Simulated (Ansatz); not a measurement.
Ansatz (a first-principles code) input (SVWN5/6-31G* with LANL2DZ past Ar): The .json file joins the Basis Set Exchange's 6-31G* for atoms up to Ar and LANL2DZ past it.

Ansatz 0.2 input:
```yaml
crystal:
  periodic: [false, false, false]
  atoms:
    - {symbol: Sb, position_ang: [-0.00000000, -0.00000000, 0.00000000]}
    - {symbol: H, position_ang: [-0.01070800, 0.00403400, 1.77431400]}
    - {symbol: H, position_ang: [0.01070800, -0.00403400, -1.77431400]}
    - {symbol: H, position_ang: [1.71491800, -0.02915900, 0.01041600]}
    - {symbol: H, position_ang: [-0.83218600, 1.49976600, -0.00843200]}
    - {symbol: H, position_ang: [-0.88273200, -1.47060700, -0.00198400]}
basis:
  gaussian:
    orbitals: 6-31Gs+LANL2DZ.json
hamiltonian:
  xc: {name: SVWN5}
output: {forces: true}
```

Output:

```
Functional definition: SVWN5
integrals: 0.01 GiB planned
285 factors; integrals over basis functions are off by at most 2.1e-4 eV
mean field: 0.05 GiB planned
mean field evaluation 1: about -221.7324 eV, gradient 1.0e1 eV
mean field evaluation 2: about -221.9555 eV, gradient 6.5e0 eV
mean field evaluation 4: about -222.1808 eV, gradient 4.3e-1 eV
mean field evaluation 8: about -222.1307 eV, gradient 1.9e-3 eV
mean field -222.13067281 eV, -8.1631516601 hartree, gradient 5.9e-5 eV, S^2 0.000000; 0 other end points of the search recorded, 0 dependent functions left out
the calculation of the forces begins
reference -222.13069926 eV, -8.1631526323 hartree; 5, 5 occupied and 13, 13 virtual orbitals, 285 factors
Total energy: -222.13069926 eV, -8.1631526323 hartree
Atom 0 at    -0.000000    -0.000000     0.000000 Å, force    -0.000118     0.000002    -0.000001 eV/Å
Atom 1 at    -0.010708     0.004034     1.774314 Å, force    -0.001827     0.000688     0.302681 eV/Å
Atom 2 at     0.010708    -0.004034    -1.774314 Å, force     0.001827    -0.000688    -0.302681 eV/Å
Atom 3 at     1.714918    -0.029159     0.010416 Å, force     0.440246    -0.007486     0.002674 eV/Å
Atom 4 at    -0.832186     1.499766    -0.008432 Å, force    -0.213576     0.385007    -0.002164 eV/Å
Atom 5 at    -0.882732    -1.470607    -0.001984 Å, force    -0.226551    -0.377523    -0.000509 eV/Å
Dipole moment:     0.000001    -0.000000     0.000000 e Å
```

The geometry given is a B3LYP-D3(BJ)/def2-TZVP minimum.
